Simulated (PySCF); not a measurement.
# Electronic structure of Mg (magnesium, neutral) at the UHF level

Configuration: [Ne] 3s1 3d1, high-spin 3D determinant (an excited configuration). All numbers are calculated (PySCF 2.14, scalar relativity by spin-free X2C-1e, in x2c-TZVPPall with one added diffuse shell each of s, p, d type (6s5p4d, 41 functions)).

| Property | Result |
| --- | --- |
| Total energy | -199.726912 hartree |
| One-electron energy | -277.5775 hartree |
| Hartree (Coulomb) energy | 93.8070 hartree |
| Exchange energy | -15.9564 hartree |
| ⟨S²⟩ | 2.0001 |
| ⟨L²⟩ | 6.000 |
| Sum of ⟨r⟩ | 17.37 bohr |
| Sum of ⟨r²⟩ | 100.2 bohr² |
| Traceless quadrupole moment −½Σ⟨3z² − r²⟩ along its main axis | 24.5 e·bohr² |
| Langevin diamagnetic susceptibility | -79.3 ×10⁻⁶ cm³/mol |

```tsv
shell	electrons	mean orbital energy (eV)	spread (eV)	rms radius, mean of both spins (bohr)
1s α	1	-1341.9	0	0.151
1s β	1	-1341.7	0	0.151
2s α	1	-108.27	0	0.754
2s β	1	-107.81	0	0.754
2p α	3	-67.407	0.007	0.771
2p β	3	-67.248	0.009	0.771
3s α	1	-11.254	0	3.09
3d α	1	-1.562	0	9.27
```

The outer electron is Rydberg-like, and this basis confines it to a smaller radius and binds it less than a complete one would.

Spin-orbit constants ζ (cm⁻¹) from the X2C one-electron operator on these orbitals: bare nucleus, nucleus screened by l(l+1)(2l+1)/3 electrons, and screened by the Breit-Pauli mean field of the electrons.

| shell | bare | screened nucleus | mean field |
| --- | --- | --- | --- |
| 2p | 1745 | 1454 | 1321 |
| 3d | 0.3365 | 0.05608 | 0.02118 |

To first order the Landé constant is A = 0.01059 cm⁻¹, so the lowest level has J = 1 and lies 3.94e-06 eV below the centre of the term. This holds in LS coupling only.
